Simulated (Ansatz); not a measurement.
System: C4H10N, charge 0, multiplicity 2. It need not be the lowest isomer of its formula. 
Structure (B3LYP-D3(BJ)/def2-TZVP (Ansatz, an electronic-structure program) minimum search):
```xyz
15

C     -0.5226     1.4138    -0.5471
C     -0.4763    -0.0086    -0.1091
C     -1.7611    -0.7376     0.0771
C      0.7365    -0.5146     0.6026
N      1.9810    -0.1230    -0.0679
H      0.4708     1.7841    -0.7963
H     -0.9232     2.0608     0.2515
H     -1.1822     1.5470    -1.4090
H     -1.6142    -1.8187     0.1333
H     -2.4632    -0.5264    -0.7337
H     -2.2685    -0.4375     1.0095
H      0.6365    -1.6009     0.7442
H      0.7777    -0.0828     1.6176
H      2.0542    -0.5868    -0.9664
H      2.7857    -0.3959     0.4831
```
Charge 0, spin multiplicity 2.

Total electronic energies in hartree. Valence correlation only, unless marked. UHF or UKS for open shells. No spin-orbit coupling. No relativistic terms. Basis-set limits of correlation are two-point, X^-3; Hartree-Fock from the larger set. [CCSD(T)-MP2]/basis is that difference in the basis named.

```csv
level,program,energy (Eh)
HF/cc-pVQZ,Ansatz,-211.78798
PBE0-D3(BJ)/def2-TZVPD,Ansatz + dftd3,-212.96929
PBE0-D4/def2-TZVPD,Ansatz + dftd4,-212.96846
r2SCANh-D4/def2-TZVPD,Ansatz + dftd4,-213.08480
LC-wPBE-D3(BJ)/def2-TZVPD,Ansatz + dftd3,-213.10225
B2GP-PLYP/def2-TZVPD,Ansatz,-212.96865
MP2/cc-pVTZ,Ansatz,-212.66370
"RI-MP2/CBS(cc-pVTZ,cc-pVQZ)+[CCSD(T)-MP2]/cc-pVDZ",Ansatz,-212.8680
"CCSD(T)/CBS(cc-pVTZ,cc-pVQZ)",Ansatz,-212.8572
```

Totals of different functionals don't rank their quality; only differences between species are comparable.
